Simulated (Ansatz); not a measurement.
Relaxation of H5NOSiTe (9 atoms, charge 0, multiplicity 1), to a largest force component of 0.015 eV/Å in at most 40 steps.

The calculation used Ansatz 0.2.0, RHF/def2-SVP.

```xyz
9
Properties=species:S:1:pos:R:3:forces:R:3
N -0.607 1.357 0.217 -1.55 0.64 -3.67
Si 0.103 -0.200 0.451 0.82 0.26 -1.09
O 1.642 -0.253 -0.326 -1.34 -3.56 1.80
Te 0.335 -0.678 2.890 -0.46 0.01 0.38
H -1.526 1.231 -0.361 2.55 0.50 1.87
H -0.012 1.966 -0.409 -1.01 -0.98 1.49
H -0.821 -1.234 -0.122 0.37 0.19 0.13
H 1.894 -1.226 -0.178 -0.08 3.07 -0.84
H -1.321 -0.405 3.083 0.68 -0.14 -0.07
```

Task: Where does it end, and by what steps?

Result: The forces met the threshold. After 12 steps the energy has fallen by 0.827 eV; H6 moved furthest, 0.88 Å.

```csv
step,energy less start (eV),largest force component (eV/Å),accepted
0,0.0000,3.669,yes
1,-0.3902,1.706,yes
2,-0.5697,1.473,yes
3,-0.7116,0.742,yes
4,-0.6946,2.327,no
5,-0.7677,0.245,yes
6,-0.7919,0.205,yes
7,-0.8118,0.129,yes
8,-0.8186,0.096,yes
9,-0.8007,0.450,no
10,-0.8246,0.047,yes
11,-0.8266,0.083,yes
12,-0.8270,0.011,yes
```

```xyz
9
Properties=species:S:1:pos:R:3
N -0.684 1.241 -0.014
Si 0.021 -0.260 0.363
O 1.506 -0.458 -0.331
Te 0.438 -0.409 2.848
H -1.135 1.392 -0.896
H -0.356 2.094 0.393
H -0.890 -1.332 -0.080
H 1.954 -1.287 -0.270
H -1.165 -0.423 3.231
```

Run time: 36 s on 1 thread of Intel(R) Xeon(R) Platinum 8488C (Sapphire Rapids), with other jobs on the host, peak memory 0.22 GiB.
